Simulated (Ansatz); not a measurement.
`C[SiH2]O[SiH2]N` and `N[SiH2]OCO` differ in one atom or group.

Ansatz, PBE0-D4/def2-TZVP geometries, multiplicity 1. Each molecule was computed in one conformer, which needn't be the lowest.

```tsv
property	`C[SiH2]O[SiH2]N`
HOMO energy (ωB97M-V/def2-TZVPP) / eV	-10.15
HOMO energy (PBE0/def2-TZVPP) / eV	-7.72
HOMO energy (PBE/def2-TZVPP) / eV	-6.26
HOMO–LUMO gap (ωB97M-V/def2-TZVPP) / eV	12.16
HOMO energy (B3LYP/def2-TZVPP) / eV	-7.46
size of the dipole moment (B3LYP/def2-TZVPP) / D	1.13
```

(1) Give the same properties after the change, and the shifts. (An estimate is asked.)

Answers

(1) Ansatz gave: 
```json
{"property": "HOMO energy (ωB97M-V/def2-TZVPP) / eV", "`N[SiH2]OCO`": "-10.09", "shift": "0.06"}
{"property": "HOMO energy (PBE0/def2-TZVPP) / eV", "`N[SiH2]OCO`": "-7.68", "shift": "0.04"}
{"property": "HOMO energy (PBE/def2-TZVPP) / eV", "`N[SiH2]OCO`": "-6.19", "shift": "0.07"}
{"property": "HOMO–LUMO gap (ωB97M-V/def2-TZVPP) / eV", "`N[SiH2]OCO`": "12.30", "shift": "0.14"}
{"property": "HOMO energy (B3LYP/def2-TZVPP) / eV", "`N[SiH2]OCO`": "-7.43", "shift": "0.03"}
{"property": "size of the dipole moment (B3LYP/def2-TZVPP) / D", "`N[SiH2]OCO`": "1.82", "shift": "0.69"}
```

Dipoles are sizes alone; their direction can turn.

B3LYP here is the variant with VWN-RPA as its local correlation; programs differ in this.
